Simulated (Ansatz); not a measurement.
The cluster Be4O3⁺ (the lowest doublet isomer of a short search). Total charge 1; doublet. Geometry PBE0-D4/def2-SVP, basis def2-TZVP, Ansatz.

```xyz
7

Be    0.228   -0.169   -1.165
Be   -2.570   -0.255   -0.882
Be   -0.562    0.136    1.050
Be    1.720    0.171    0.590
O     0.711    0.290    1.662
O     1.613   -0.059   -0.865
O    -1.140   -0.114   -0.391
```

| run | HOMO (eV) | LUMO (eV) |
| --- | --- | --- |
| A | -10.82 | -7.67 |
| B | -10.44 | -7.68 |
| C | -13.92 | -4.56 |
| D | -11.22 | -7.31 |

HSE06 is defined as in plane-wave codes, on full-range PBE exchange. The structure comes from a short search, and lower isomers may exist.

HOMO and LUMO are taken over both spins.

The runs used HF, HSE06, PBE0, r2SCAN. Estimate which is which.

A HSE06 (range-separated); B r2SCAN (0 % exact exchange); C HF (100 % exact exchange); D PBE0 (25 % exact exchange). Exact exchange lowers occupied and raises empty levels; among semilocal functionals meta-GGAs tend to open the gap a little, and such runs are hard to tell apart. The gap grows from 2.77 eV (r2SCAN) to 9.36 eV (HF).
